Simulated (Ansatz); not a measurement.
Species: sum formula SiH2F2 (charge 0, singlet). SMILES: [SiH2](F)F
Geometry: optimised at B3LYP-D3(BJ)/def2-TZVP (Ansatz, a quantum-chemistry and plane-wave program).

Wanted: atomisation energy (electronic, to ground-state atoms), in kcal/mol. Cores are frozen in the correlated levels unless marked. Open shells are spin-unrestricted. Spin-orbit coupling is left out. No relativistic terms. The coupled-cluster limit lacks core correlation, which all-electron functionals hold. CBS(X,Y): correlation extrapolated as X^-3; Hartree-Fock from the larger set (for Q and 5 zeta extrapolated as (X+1)exp(-9√X)).

| level | program | atomisation energy (kcal/mol) |
|---|---|---|
| SVWN5/def2-TZVPD | Ansatz | 496.1 |
| PBE/def2-TZVPD | Ansatz | 438.7 |
| revPBE-D3(BJ)/def2-TZVPD | Ansatz + dftd3 | 427.3 |
| PBE0/def2-TZVP | Ansatz | 431.2 |
| PBE0/def2-TZVPD | Ansatz | 431.0 |
| r2SCAN0/def2-TZVPD | Ansatz | 431.9 |
| HSE06/def2-TZVPD | Ansatz | 431.3 |
| wB97M-V/def2-TZVPD | Ansatz | 442.0 |
| B2GP-PLYP-D4/def2-TZVPD | Ansatz + dftd4 | 438.8 |
| B2PLYP/def2-TZVPD | Ansatz | 438.2 |
| PBE-QIDH/def2-TZVPD | Ansatz | 434.5 |
| MP2/6-31G | Ansatz | 331.2 |
| MP2/aug-cc-pV(T+d)Z | Ansatz | 449.8 |
| MP2/aug-cc-pV(Q+d)Z | Ansatz | 457.1 |
| MP2/CBS(cc-pV(T+d)Z,cc-pV(Q+d)Z) | Ansatz | 460.3 |
| MP2/CBS(cc-pV(Q+d)Z,cc-pV(5+d)Z) | Ansatz | 460.8 |
| RI-MP2/cc-pV(T+d)Z | Ansatz | 445.2 |
| RI-MP2/CBS(cc-pV(T+d)Z,cc-pV(Q+d)Z) | Ansatz | 460.2 |
| CCSD(T)/cc-pVTZ | Ansatz | 428.4 |
| CCSD(T)/cc-pwCVTZ | Ansatz | 434.7 |
| CCSD(T)/CBS(cc-pV(Q+d)Z,cc-pV(5+d)Z) | Ansatz | 447.8 |
